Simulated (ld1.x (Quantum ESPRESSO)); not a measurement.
## nickel (Ni), TM: configuration errors across variants

nickel (Ni), norm-conserving Troullier–Martins (Kleinman–Bylander form), made with ld1.x (Quantum ESPRESSO) 7.5 (Wu–Cohen, scalar-relativistic). Core [Ne] 3s2, reference 3p6 3d8 4s2 4p0. Waves: 4s (bound): rc 2.45 bohr; 3p (bound): rc 0.70 bohr; 3d (bound): rc 1.50 bohr. Local part: all-electron potential smoothed inside 0.90 bohr (lloc = -1). Core correction: Bessel-smoothed model core inside 0.35 bohr.

All-electron excitation energies from the reference (eV): (1) 3p6 3d8 4s1 4p0 9.356; (2) 3p6 3d8 4s0 4p0 26.605; (3) 3p6 3d7 4s0 4p0 64.079; (4) 3p6 3d8 4s0 4p1 15.108; (5) 3p6 3d9 4s0 4p0 6.251; (6) 3p6 3d8 4s1 4p1 4.671; (7) 3p6 3d7 4s2 4p1 10.596.

A true bound ghost makes a file unfit for plane-wave use even where its test errors are small: the radial tests pick states by their node count and pass the ghost by.

Errors AE − PS in meV (a dash: test not solved or not reliable):

```tsv
change	(1)	(2)	(3)	(4)	(5)	(6)	(7)	bound ghosts
base	-3.8	-34	-27	-23	-48	-2.6	+31	s
wave 3p (bound): rc 0.70 bohr becomes 3p (bound): rc 0.58 bohr	-3.8	-34	-27	-21	-48	-1.4	+33	s
wave 3p (bound): rc 0.70 bohr becomes 3p (bound): rc 0.72 bohr	-3.8	-34	-27	-23	-48	-2.7	+31	s
wave 3p (bound): rc 0.70 bohr becomes 3p (bound): rc 0.82 bohr	-3.8	-34	-27	-22	-48	-2.1	+32	s
wave 3p (bound): rc 0.70 bohr becomes 3p (bound): rc 0.94 bohr	-3.8	-34	-27	-18	-48	+0.1	+36	s
wave 3p (bound): rc 0.70 bohr becomes 3p (bound): rc 1.04 bohr	-3.8	-34	-27	-15	-48	+1.9	+39	s
```

(1) Give the same row for: wave 3p (bound): rc 0.70 bohr becomes 3p (bound): rc 0.48 bohr.

Results:

(1) -3.8, -34, -27, -17, -48, +1.0, +37; bound ghosts: s.
